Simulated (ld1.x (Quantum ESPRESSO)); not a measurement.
**Reading a pseudo-wave (Tc)**

Columns: radius, all-electron u(r) and pseudo u(r) of the 4d shell (level -10.08 eV) of technetium in the configuration [Ar] 3d10 4s2 4p6 4d5 5s1.5 5p0; BLYP, scalar-relativistic, TM semilocal scheme, ld1.x (Quantum ESPRESSO) 7.5.

| r (bohr) | all-electron | pseudo |
| --- | --- | --- |
| 0.115 | 0.1895 | -0.0040 |
| 0.230 | 0.3829 | -0.0301 |
| 0.345 | 0.3139 | -0.0932 |
| 0.460 | 0.0955 | -0.1958 |
| 0.575 | -0.1558 | -0.3269 |
| 0.690 | -0.3800 | -0.4671 |
| 0.805 | -0.5555 | -0.5953 |
| 0.920 | -0.6793 | -0.6964 |
| 1.035 | -0.7570 | -0.7640 |
| 1.150 | -0.7972 | -0.8000 |
| 1.265 | -0.8093 | -0.8101 |
| 1.380 | -0.8013 | -0.8014 |
| 1.495 | -0.7794 | -0.7794 |
| 1.610 | -0.7486 | -0.7486 |
| 1.725 | -0.7122 | -0.7122 |
| 1.840 | -0.6729 | -0.6729 |
| 1.955 | -0.6323 | -0.6323 |
| 2.070 | -0.5917 | -0.5917 |
| 2.185 | -0.5518 | -0.5518 |
| 2.300 | -0.5133 | -0.5133 |
| 2.415 | -0.4765 | -0.4765 |
| 2.530 | -0.4414 | -0.4414 |
| 2.645 | -0.4084 | -0.4084 |
| 2.760 | -0.3773 | -0.3773 |
| 2.875 | -0.3483 | -0.3483 |
| 2.990 | -0.3212 | -0.3212 |

How many radial nodes do the two functions have?

The all-electron 4d function has n − l − 1 = 1; the pseudo-wave has 0, since the states of the same l below it are removed with the core.

At about which radius was the pseudo-wave matched?

1.60 bohr. The columns agree to 0.0005 from 1.38 bohr on; several derivatives are matched, so the curves merge somewhat inside the radius.

Is the pseudo-wave norm-conserving?

Yes: the TM semilocal scheme keeps the norm inside the radius equal to the all-electron one, which fixes the energy derivative of the logarithmic derivative at the level.
